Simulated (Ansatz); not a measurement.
`O[CH2][Zn][F]` and `[CH3][Zn][CH2]O` differ in one atom or group.

Ansatz, PBE0-D4/def2-TZVP geometries, multiplicity 1. Each molecule was computed in one conformer, which needn't be the lowest.

Scalar relativity is left out up to krypton.

```tsv
property	`O[CH2][Zn][F]`
HOMO energy (ωB97M-V/def2-TZVPP) / eV	-9.55
HOMO energy (PBE/def2-TZVPP) / eV	-5.98
HOMO–LUMO gap (PBE/def2-TZVPP) / eV	4.47
HOMO energy (B3LYP/def2-TZVPP) / eV	-7.12
LUMO energy (PBE/def2-TZVPP) / eV	-1.52
size of the dipole moment (PBE/def2-TZVPP) / D	2.72
```

Q: Give the same properties after the change, and the shifts. (Estimate.)

A: Ansatz gave: 
```tsv
property	`[CH3][Zn][CH2]O`	shift
HOMO energy (ωB97M-V/def2-TZVPP) / eV	-8.56	0.99
HOMO energy (PBE/def2-TZVPP) / eV	-5.04	0.94
HOMO–LUMO gap (PBE/def2-TZVPP) / eV	3.93	-0.54
HOMO energy (B3LYP/def2-TZVPP) / eV	-6.12	1.00
LUMO energy (PBE/def2-TZVPP) / eV	-1.11	0.41
size of the dipole moment (PBE/def2-TZVPP) / D	1.41	-1.31
```

With PBE0 the HOMO rises by 0.97 eV and the LUMO rises by 0.33 eV, so the gap narrows by about 0.64 eV. PBE moves the HOMO by 0.94 eV and ωB97M-V by 0.99 eV. Dipoles are sizes alone; their direction can turn.

B3LYP here is the variant with VWN-RPA as its local correlation; programs differ in this.
